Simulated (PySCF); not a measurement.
Isomers of C4H8Si. Gas-phase values, no solvent. One relaxed conformer stands for each flexible species; it need not be the lowest. Strings in code marks are SMILES.

Method: B3LYP-D3(BJ)/def2-TZVP in PySCF 2.14.0. All candidates: neutral, multiplicity 1. B3LYP has the VWN-RPA correlation part, as in Gaussian. Delta-SCF ions had no search for a lower state. Excitations are Tamm–Dancoff values on a coarser integration grid. The basis has no diffuse functions, so Rydberg states are missing or too high.

| Quantity | Value |
|---|---|
| T1 excitation (TDA) | 4.81 eV |
| HOMO–LUMO gap | 6.81 eV |
| vertical ionisation energy (Delta-SCF) | 9.03 eV |

### Question
Say which member has these values.
A) `C=CC(C)=[SiH2]` (C–C–C–Si torsion 180°)
B) `C#CC[SiH2]C`
C) `C[C@@H]1CC1=[SiH2]`
D) `CC1=C[Si@@H]1C`

### Answer
D, `CC1=C[Si@@H]1C`. The others give `C#CC[SiH2]C`: 5.41 eV, 7.73 eV, 9.48 eV; `C[C@@H]1CC1=[SiH2]`: 2.51 eV, 4.68 eV, 8.03 eV; `C=CC(C)=[SiH2]` (C–C–C–Si torsion 180°): 1.94 eV, 3.80 eV, 7.56 eV
